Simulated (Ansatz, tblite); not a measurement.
Isomers of Pb3O2 (singlet), found by a short tight-binding search and relaxed with PBE-D4/def2-SVP in Ansatz.

In the def2 sets Pb takes a core potential; there is no spin–orbit coupling. The xTB rows come from tblite. B3LYP takes the VWN-RPA correlation. Correlated methods freeze 14 core orbitals; core or outer-core shells of Pb are correlated, in sets that lack core-valence functions.

Run but left out: HF/def2-SVP (A: restricted singlet, unstable towards broken spin symmetry).

A: The restricted singlet is unstable towards broken spin symmetry in Hartree–Fock (as tested in another run); at PBE-D4/def2-TZVP, r2SCAN-D4/def2-TZVP, B3LYP-D4/def2-TZVP, PBE0-D4/def2-TZVP and others this wasn't settled. At CCSD(T)/def2-SVP T1 of the charge 0 singlet is large (up to 0.025), so the single-reference result is doubtful. At CCSD(T)/def2-SVP the restricted singlet (for correlated methods, its reference) is unstable: a solution with broken spin symmetry lies lower. B: At CCSD(T)/def2-SVP T1 of the charge 0 singlet is large (up to 0.024), so the single-reference result is doubtful. At CCSD(T)/def2-SVP the restricted singlet (for correlated methods, its reference) is unstable: a solution with broken spin symmetry lies lower.

Other spin states were run for one of them alone.

A:

Cartesian coordinates in Å:
```
Pb 1.311 1.439 0.233
Pb -0.385 -1.507 -1.640
Pb -1.699 -0.783 1.269
O -0.267 0.786 1.518
O 1.041 0.065 -1.381
```

B:

Cartesian coordinates in Å:
```
Pb -0.4042 -0.8570 1.6189
Pb 0.9925 -0.2529 -1.5716
Pb -0.8401 1.5848 -0.0677
O -0.9384 -0.8273 -0.5674
O 1.1903 0.3524 0.5878
```

Problem. Estimate which lies lowest at each level, and how far above it the others are (kJ/mol).

Solution. 
| level | A | B |
| --- | --- | --- |
| GFN1-xTB | 96.0 | 0.0 |
| GFN2-xTB | 118.8 | 0.0 |
| PBE-D4/def2-TZVP | 67.2 | 0.0 |
| r2SCAN-D4/def2-TZVP | 73.9 | 0.0 |
| B3LYP-D4/def2-TZVP | 42.3 | 0.0 |
| PBE0-D4/def2-TZVP | 57.3 | 0.0 |
| r2SCAN0-D4/def2-TZVP | 61.2 | 0.0 |
| MP2/def2-SVP | 90.2 | 0.0 |
| CCSD/def2-SVP | 52.1 | 0.0 |
| CCSD(T)/def2-SVP | 67.7 | 0.0 |
Point groups (tolerance 0.1 Å): A C2v, B C2v. Lower isomers may exist.
